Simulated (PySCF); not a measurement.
## Spinor energies of Pm (promethium, neutral)

Start: [Xe] 4f5 6s2; 4f5/2 filled at m_j = -3/2, -1/2, +1/2, +3/2, +5/2. Calculated with PySCF 2.14 in x2c-TZVPall-2c: generalised Hartree-Fock with the X2C-1e Hamiltonian and a Gaussian nucleus; one run each with spin-orbit coupling (SO) switched off, then screened by Boettger's factors.

| spinor shell | electrons | ε, spin-free (eV) | ε, screened SO (eV) | weight of nominal j (screened SO) | rms radius, screened SO (bohr) |
| --- | --- | --- | --- | --- | --- |
| 1s1/2 | 2 | -45407.0 | -45399.8 | 1.000 | 0.0264 |
| 2s1/2 | 2 | -7497.3 | -7495.1 | 1.000 | 0.107 |
| 2p1/2 | 2 | -6689.1 | -7082.4 | 1.000 | 0.0918 |
| 2p3/2 | 4 | -6689.1 | -6518.1 | 1.000 | 0.0979 |
| 3s1/2 | 2 | -1682.6 | -1681.8 | 1.000 | 0.277 |
| 3p1/2 | 2 | -1423.3 | -1504.3 | 1.000 | 0.269 |
| 3d3/2 | 4 | -1067.4 | -1082.4 | 0.996 | 0.254 |
| 3d5/2 | 6 | -1067.4 | -1056.6 | 0.997 | 0.257 |
| 4s1/2 | 2 | -355.33 | -355.10 | 1.000 | 0.630 |
| 4p1/2 | 2 | -267.58 | -286.73 | 0.976 | 0.651 |
| 4p3/2 | 4 | -267.58 | -258.96 | 0.988 | 0.678 |
| 4d3/2 | 4 | -140.44 | -148.03 | 0.714 | 0.742 |
| 4d5/2 | 6 | -140.44 | -135.17 | 0.809 | 0.746 |
| 5s1/2 | 2 | -51.866 | -51.828 | 1.000 | 1.56 |
| 5p1/2 | 2 | -28.324 | -31.410 | 0.917 | 1.76 |
| 5p3/2 | 4 | -28.324 | -26.935 | 0.959 | 1.87 |
| 4f5/2 | 5 | -12.722 | -12.711 | 0.629 | 1.10 |
| 6s1/2 | 2 | -4.793 | -4.794 | 1.000 | 5.05 |

(1) Where does 3p3/2 lie, and what is the 3p spin-orbit splitting (screened SO)?

```json
{"quantity": "E (hartree)", "spin-free": "-10013.74980", "screened SO": "-10019.11255"}
{"quantity": "M_J", "spin-free": "5/2", "screened SO": "5/2"}
{"quantity": "⟨J²⟩", "spin-free": "13.771", "screened SO": "13.173"}
{"quantity": "⟨L²⟩", "spin-free": "30.014", "screened SO": "29.875"}
{"quantity": "⟨S²⟩", "spin-free": "8.757", "screened SO": "8.714"}
```

The determinant has a definite M_J but mixes levels of different J.

Each row is a mean over spinors that exchange with the open shell spreads, by up to 8.536 eV (4d3/2).

Rows whose weight is well below 1 are mixtures of j = l ± 1/2: exchange outweighs spin-orbit coupling there, and the label is only the starting occupation.

Breit and QED terms are absent; they matter most for the inner s and p1/2 levels.

Densities and radii are taken from the X2C orbitals without a picture-change correction, which distorts them close to the nucleus.

Without spin-orbit coupling the j labels of p, d and f shells carry no meaning; the spin-free column gives the mean over the occupied spinors of each nl shell, and its ⟨J²⟩ belongs to a mixture of degenerate components.

Results:

(1) At -1387.6 eV, 116.71 eV above 3p1/2.
